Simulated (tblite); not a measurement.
Record of a relaxation.

Species: C3H5Cl3OSi.
Numbering: `[SiH3:1][O:2]/[C:3](=[CH:4]/[Cl:5])[CH:6]([Cl:7])[Cl:8]` (hydrogens: H9, H10, H11 on Si1; H12 on C4; H13 on C6)

Computed with GFN2-xTB (tblite), gas phase: L-BFGS steps from a force-field or distance-geometry start until the largest atomic force falls under 0.01 eV/Å. 7 of its 119 geometries are shown.

Step 0: E = -773.9556 eV, largest atomic force 2.061 eV/Å
```
atom  x, y, z in Å  |  force x, y, z in eV/Å
Si1    -2.027    0.476    0.103   -0.542   0.017   0.188
O2     -0.712    0.263   -0.895    1.392  -0.199   1.507
C3      0.578    0.093   -0.327   -1.048   0.503  -1.301
C4      1.367    1.179   -0.265   -0.091  -0.787   0.210
Cl5     2.977    1.179    0.332   -0.158  -0.210  -0.047
C6      1.018   -1.318   -0.012    0.038   0.394  -0.109
Cl7     0.381   -2.505   -1.177   -0.124   0.207   0.117
Cl8     0.558   -1.765    1.652   -0.160   0.037   0.002
H9     -3.171    0.960   -0.710    0.670  -0.205  -0.009
H10    -1.720    1.496    1.140    0.067  -0.320  -0.308
H11    -2.405   -0.804    0.750    0.210   0.316  -0.186
H12     1.047    2.161   -0.553   -0.310   0.067  -0.066
H13     2.104   -1.415   -0.055    0.056   0.179   0.003
```

Step 20: E = -774.2366 eV, largest atomic force 0.111 eV/Å
```
atom  x, y, z in Å  |  force x, y, z in eV/Å
Si1    -2.057    0.443    0.168   -0.006   0.012   0.029
O2     -0.704    0.263   -0.748    0.013   0.012   0.014
C3      0.571    0.114   -0.375    0.015  -0.028   0.031
C4      1.368    1.177   -0.270    0.001  -0.029  -0.004
Cl5     3.004    1.087    0.218    0.026   0.006  -0.039
C6      1.024   -1.276   -0.042   -0.008  -0.064  -0.002
Cl7     0.338   -2.461   -1.174    0.034   0.091   0.053
Cl8     0.491   -1.664    1.620   -0.017   0.007  -0.003
H9     -2.943    0.894   -0.891   -0.013  -0.020   0.019
H10    -1.760    1.433    1.204   -0.038   0.027  -0.011
H11    -2.450   -0.806    0.813   -0.012  -0.029  -0.055
H12     1.003    2.168   -0.485    0.023   0.004   0.000
H13     2.111   -1.373   -0.056   -0.017   0.010  -0.034
```

Step 39: E = -774.2554 eV, largest atomic force 0.088 eV/Å
```
atom  x, y, z in Å  |  force x, y, z in eV/Å
Si1    -2.113    0.412    0.183    0.034  -0.010  -0.041
O2     -0.681    0.375   -0.614    0.047  -0.005   0.011
C3      0.600    0.160   -0.305   -0.029  -0.013   0.057
C4      1.458    1.183   -0.299   -0.011  -0.021   0.009
Cl5     3.133    1.014   -0.008    0.028   0.006   0.030
C6      1.015   -1.249    0.008   -0.037   0.005  -0.080
Cl7     0.301   -2.374   -1.168    0.001   0.012   0.036
Cl8     0.472   -1.682    1.655   -0.002   0.053  -0.052
H9     -2.936    0.842   -0.938    0.006  -0.032   0.028
H10    -2.008    1.400    1.254   -0.005  -0.014   0.043
H11    -2.470   -0.896    0.725    0.003   0.005  -0.011
H12     1.124    2.191   -0.486    0.018  -0.016  -0.046
H13     2.100   -1.374   -0.022   -0.054   0.031   0.017
```

Step 59: E = -774.2794 eV, largest atomic force 0.122 eV/Å
```
atom  x, y, z in Å  |  force x, y, z in eV/Å
Si1    -2.109    0.308    0.192   -0.002  -0.029  -0.070
O2     -0.649    0.587   -0.503    0.079   0.082  -0.043
C3      0.624    0.272   -0.274   -0.030  -0.058   0.036
C4      1.580    1.199   -0.379    0.050   0.022   0.003
Cl5     3.243    0.879   -0.119   -0.030  -0.029  -0.028
C6      0.931   -1.158    0.064   -0.025   0.008  -0.051
Cl7     0.142   -2.229   -1.115    0.014  -0.028   0.010
Cl8     0.339   -1.528    1.699    0.018   0.006   0.074
H9     -2.933    0.750   -0.922    0.010   0.016   0.006
H10    -2.194    1.149    1.379    0.022   0.028   0.077
H11    -2.345   -1.085    0.552   -0.014  -0.027  -0.039
H12     1.366    2.223   -0.636   -0.087  -0.019   0.017
H13     2.002   -1.366    0.043   -0.004   0.026   0.007
```

Step 79: E = -774.2988 eV, largest atomic force 0.104 eV/Å
```
atom  x, y, z in Å  |  force x, y, z in eV/Å
Si1    -2.100    0.283    0.163   -0.035  -0.040   0.011
O2     -0.641    0.647   -0.497   -0.010  -0.014  -0.031
C3      0.621    0.288   -0.282    0.038   0.007   0.008
C4      1.590    1.201   -0.399    0.027  -0.043  -0.091
Cl5     3.253    0.843   -0.206   -0.014   0.039   0.007
C6      0.911   -1.131    0.103   -0.010  -0.014   0.008
Cl7     0.111   -2.280   -0.987   -0.018   0.022  -0.059
Cl8     0.334   -1.392    1.770    0.003  -0.010   0.039
H9     -2.928    0.901   -0.862    0.032   0.008   0.024
H10    -2.170    0.922    1.474    0.013  -0.002   0.011
H11    -2.331   -1.151    0.292   -0.037   0.011  -0.011
H12     1.368    2.223   -0.663    0.012  -0.022   0.026
H13     1.978   -1.353    0.076   -0.001   0.055   0.057
```

Step 98: E = -774.3134 eV, largest atomic force 0.066 eV/Å
```
atom  x, y, z in Å  |  force x, y, z in eV/Å
Si1    -2.109    0.259    0.159    0.052   0.027   0.005
O2     -0.641    0.660   -0.462   -0.003  -0.012  -0.043
C3      0.622    0.295   -0.264    0.053   0.038   0.010
C4      1.598    1.183   -0.489   -0.035  -0.007  -0.019
Cl5     3.266    0.857   -0.288   -0.041  -0.032  -0.014
C6      0.909   -1.103    0.187    0.019  -0.020   0.002
Cl7     0.198   -2.276   -0.945   -0.004   0.000  -0.012
Cl8     0.248   -1.364    1.817   -0.034   0.005  -0.020
H9     -2.892    1.105   -0.728   -0.009  -0.010   0.021
H10    -2.127    0.660    1.562   -0.042   0.014   0.020
H11    -2.432   -1.158    0.029    0.019  -0.002  -0.003
H12     1.373    2.183   -0.824   -0.014  -0.011   0.027
H13     1.981   -1.298    0.227    0.039   0.010   0.026
```

Step 118: E = -774.3194 eV, largest atomic force 0.009 eV/Å
```
atom  x, y, z in Å  |  force x, y, z in eV/Å
Si1    -2.104    0.262    0.181   -0.005   0.004  -0.005
O2     -0.635    0.687   -0.420    0.000  -0.003   0.001
C3      0.626    0.305   -0.247   -0.005  -0.004  -0.005
C4      1.606    1.174   -0.518    0.000   0.001   0.001
Cl5     3.272    0.813   -0.380    0.003  -0.006   0.001
C6      0.907   -1.094    0.209    0.002   0.005  -0.004
Cl7     0.288   -2.258   -0.990    0.004   0.004  -0.003
Cl8     0.137   -1.391    1.779    0.001   0.001   0.009
H9     -2.894    1.108   -0.700    0.000  -0.004   0.001
H10    -2.174    0.649    1.587    0.001   0.000   0.004
H11    -2.395   -1.158    0.015   -0.002   0.001  -0.001
H12     1.384    2.174   -0.852    0.000   0.002   0.001
H13     1.977   -1.271    0.320    0.001  -0.001   0.001
```

**Question.** Summarise the path.

**Answer.** The energy falls by 0.3638 eV from step 0 to step 118; nine tenths of that is first reached at step 64. It falls at every step. The largest force goes from 2.061 to 0.009 eV/Å. Among the bonds O2–C3 changes most, from 1.419 to 1.329 Å; the atoms move by 0.567 Å rms after alignment.

**Question.** Follow the three bonds and two angles with the largest change from start to end.

**Answer.** 
| step | E above end (eV) | largest force (eV/Å) | O2–C3 (Å) | Si1–H9 (Å) | Si1–H10 (Å) | Si1–O2–C3 (°) | O2–Si1–H9 (°) |
| --- | --- | --- | --- | --- | --- | --- | --- |
| 0 | 0.3638 | 2.061 | 1.419 | 1.485 | 1.487 | 119.6 | 108.8 |
| 5 | 0.1612 | 0.342 | 1.348 | 1.449 | 1.450 | 128.7 | 107.8 |
| 10 | 0.1046 | 0.283 | 1.333 | 1.453 | 1.472 | 128.2 | 100.7 |
| 15 | 0.0892 | 0.116 | 1.338 | 1.451 | 1.461 | 128.3 | 97.7 |
| 21 | 0.0820 | 0.093 | 1.338 | 1.452 | 1.461 | 130.1 | 97.4 |
| 26 | 0.0764 | 0.113 | 1.335 | 1.454 | 1.465 | 132.3 | 98.0 |
| 31 | 0.0715 | 0.086 | 1.336 | 1.452 | 1.460 | 133.9 | 97.6 |
| 36 | 0.0670 | 0.090 | 1.333 | 1.455 | 1.466 | 136.0 | 97.4 |
| 41 | 0.0623 | 0.071 | 1.333 | 1.453 | 1.460 | 137.1 | 97.4 |
| 46 | 0.0583 | 0.097 | 1.332 | 1.456 | 1.464 | 138.6 | 97.0 |
| 51 | 0.0528 | 0.095 | 1.332 | 1.453 | 1.465 | 138.2 | 96.9 |
| 56 | 0.0465 | 0.117 | 1.332 | 1.454 | 1.460 | 137.7 | 96.8 |
| 62 | 0.0377 | 0.074 | 1.330 | 1.454 | 1.463 | 136.9 | 97.5 |
| 67 | 0.0329 | 0.056 | 1.331 | 1.453 | 1.460 | 134.9 | 97.4 |
| 72 | 0.0282 | 0.063 | 1.329 | 1.454 | 1.462 | 135.6 | 97.6 |
| 77 | 0.0232 | 0.086 | 1.330 | 1.453 | 1.459 | 135.5 | 97.2 |
| 82 | 0.0174 | 0.084 | 1.330 | 1.455 | 1.463 | 135.9 | 96.8 |
| 87 | 0.0144 | 0.071 | 1.330 | 1.453 | 1.459 | 135.7 | 96.8 |
| 92 | 0.0096 | 0.048 | 1.331 | 1.455 | 1.462 | 135.2 | 96.3 |
| 97 | 0.0069 | 0.092 | 1.330 | 1.452 | 1.459 | 136.2 | 96.3 |
| 103 | 0.0030 | 0.060 | 1.329 | 1.454 | 1.461 | 137.1 | 96.4 |
| 108 | 0.0011 | 0.041 | 1.329 | 1.455 | 1.459 | 137.2 | 96.5 |
| 113 | 0.0004 | 0.041 | 1.329 | 1.453 | 1.461 | 136.7 | 96.7 |
| 118 | 0.0000 | 0.009 | 1.329 | 1.455 | 1.460 | 136.6 | 96.5 |

The cost below is that of the whole relaxation. Hardware: one thread of an Arm Neoverse V2, shared host with 32 logical CPUs at a one-minute load of 29. Cost: 0.98 s of wall time.
